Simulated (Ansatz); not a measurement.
`C[SiH](F)CCl`, relaxed with RKS PBE0-D4/def2-TZVP in Ansatz from a PBE-D4/def2-SVP geometry. The force threshold is 0.005 eV/Å; the program also tests the step.

Total charge 0; spin multiplicity 1.

Start:

```xyz
11

C     0.134   -1.473   -0.562
Si    0.029   -0.153    0.755
F     1.389   -0.197    1.687
C    -0.040    1.573   -0.027
Cl   -1.559    1.652   -1.013
H     0.138   -2.490   -0.120
H     1.057   -1.351   -1.165
H    -0.738   -1.388   -1.243
H    -1.148   -0.327    1.667
H     0.816    1.768   -0.704
H    -0.079    2.385    0.725
```

```csv
step,energy (eV),largest force (eV/Å),largest move (Å)
1,-25281.5212,1.077,0.000
2,-25281.5772,0.637,0.030
3,-25281.5916,0.086,0.024
4,-25281.5921,0.034,0.008
5,-25281.5921,0.022,0.011
6,-25281.5922,0.003,0.010
```

End:

```xyz
11

C     0.139   -1.468   -0.558
Si    0.027   -0.148    0.734
F     1.340   -0.199    1.658
C    -0.032    1.568   -0.024
Cl   -1.545    1.675   -0.974
H     0.173   -2.457   -0.097
H     1.038   -1.343   -1.167
H    -0.731   -1.427   -1.216
H    -1.149   -0.320    1.620
H     0.799    1.761   -0.703
H    -0.058    2.357    0.727
```

It took 21 s on 4 threads of an Arm Neoverse V2 on a shared host, with 0.55 GiB of host memory at the peak.
